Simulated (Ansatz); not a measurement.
Mulliken charges of ClF$_{2}$GeH$_{3}$Si (`[F][Ge]([F])([SiH3])[Cl]`) from PBE/def2-TZVPP in Ansatz (PBE0-D4/def2-TZVP geometry).

| atom | x (Å) | y (Å) | z (Å) | charge (e) |
| --- | --- | --- | --- | --- |
| F1 | 1.562 | -0.565 | 1.692 | -0.314 |
| Ge2 | 1.074 | 0.072 | 0.166 | 0.848 |
| F3 | 2.015 | -0.819 | -0.972 | -0.314 |
| Si4 | -1.267 | -0.174 | -0.208 | 0.058 |
| Cl5 | 1.796 | 2.074 | 0.098 | -0.258 |
| H6 | -1.956 | 0.600 | 0.849 | -0.007 |
| H7 | -1.584 | -1.618 | -0.127 | -0.007 |
| H8 | -1.548 | 0.375 | -1.555 | -0.007 |

Q: By hand: the dipole of these point charges (1 e Å = 4.8032 D).

A: Σ q r = (-0.714, -0.045, -0.117) e Å, of length 0.725 e Å = 3.48 D.

Q: How does the dipole of the full density compare? (Best estimate.)

A: Ansatz gave: (-0.710, 0.029, -0.124) e Å, 3.46 D; the point charges give 1.01 times that, at 6° from its direction.

Point charges leave out the atoms' own dipoles, such as those of lone pairs, and Mulliken's split depends on the basis, so the close match here is no proof of good charges.
